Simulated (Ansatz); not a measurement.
One change: `[OH][GeH]([OH])[OH]` becomes `OC(O)O`.

Ansatz, PBE0-D4/def2-TZVP geometries, multiplicity 1. Each molecule was computed in one conformer, which needn't be the lowest.

Scalar relativity is left out up to krypton.

```tsv
property	`[OH][GeH]([OH])[OH]`
LUMO energy (PBE0/def2-TZVPP) / eV	0.23
LUMO energy (PBE/def2-TZVPP) / eV	-0.72
LUMO energy (ωB97M-V/def2-TZVPP) / eV	1.84
ideal-gas entropy at 298 K and 1 bar (rigid rotor, harmonic PBE0-D4/def2-TZVP) / J/(mol·K)	336
size of the dipole moment (ωB97M-V/def2-TZVPP) / D	1.42
zero-point energy (PBE0-D4/def2-TZVP) / kJ/mol	129.1
```

What does the change do to each property? (An estimate is asked.)

The calculation gave: 
| property | `OC(O)O` | shift |
| --- | --- | --- |
| LUMO energy (PBE0/def2-TZVPP) / eV | 1.05 | 0.82 |
| LUMO energy (PBE/def2-TZVPP) / eV | 0.17 | 0.89 |
| LUMO energy (ωB97M-V/def2-TZVPP) / eV | 2.46 | 0.62 |
| ideal-gas entropy at 298 K and 1 bar (rigid rotor, harmonic PBE0-D4/def2-TZVP) / J/(mol·K) | 288 | -48 |
| size of the dipole moment (ωB97M-V/def2-TZVPP) / D | 1.54 | 0.12 |
| zero-point energy (PBE0-D4/def2-TZVP) / kJ/mol | 162.1 | 33.0 |

With PBE0 the HOMO rises by 0.28 eV and the LUMO rises by 0.82 eV, so the gap widens by about 0.54 eV. PBE moves the HOMO by 0.27 eV and ωB97M-V by 0.24 eV. Dipoles are sizes alone; their direction can turn.
